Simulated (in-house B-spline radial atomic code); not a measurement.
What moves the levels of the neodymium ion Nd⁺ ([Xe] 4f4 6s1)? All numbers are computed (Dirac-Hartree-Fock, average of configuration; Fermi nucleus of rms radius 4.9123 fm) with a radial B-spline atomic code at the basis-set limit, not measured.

Baseline run (computed): total energy -9624.9690 hartree, 1s1/2 at -1610.634 hartree, 6s1/2 at -10.023 eV with <r> = 4.252 bohr.

Scaling the speed of light c (a factor of 100 is close to the non-relativistic limit):

```json
{"c/c0": "0.95", "ΔE (hartree)": "-41.228", "6s1/2 level (eV)": "-10.0817", "6s1/2 <r> (bohr)": "4.228"}
{"c/c0": "0.98", "ΔE (hartree)": "-15.621", "6s1/2 level (eV)": "-10.0453", "6s1/2 <r> (bohr)": "4.243"}
{"c/c0": "1.02", "ΔE (hartree)": "14.585", "6s1/2 level (eV)": "-10.0029", "6s1/2 <r> (bohr)": "4.261"}
{"c/c0": "1.2", "ΔE (hartree)": "111.62", "6s1/2 level (eV)": "-9.87055", "6s1/2 <r> (bohr)": "4.317"}
{"c/c0": "100", "ΔE (hartree)": "341.56", "6s1/2 level (eV)": "-9.57744", "6s1/2 <r> (bohr)": "4.447"}
```

Changing the nucleus:

```
                                          nucleus  ΔE (eV)
         Gaussian nucleus of rms radius 4.9123 fm  -0.0677
uniform spherical nucleus of rms radius 4.9123 fm   0.0214
           Gaussian nucleus of rms radius 0.01 fm    -14.3
            Fermi nucleus of rms radius 4.8141 fm   -0.507
            Fermi nucleus of rms radius 5.0105 fm    0.515
```

A larger nucleus binds the electrons less, roughly as the density at the nucleus times the change of the nuclear <r²>. At equal rms radius the shape enters only through higher moments. A radius of 0.01 fm is nearly a point.

**Question.** The nuclear charge is raised by 0.1. What does the Hellmann-Feynman theorem predict for the energy, and what is found?

**Answer.** dE/dZ ≈ -Σ<1/r>, which is -391.833 at the start and -392.776 at the end; their mean times 0.1 is -39.23 hartree, and the two runs differ by -39.23 hartree.
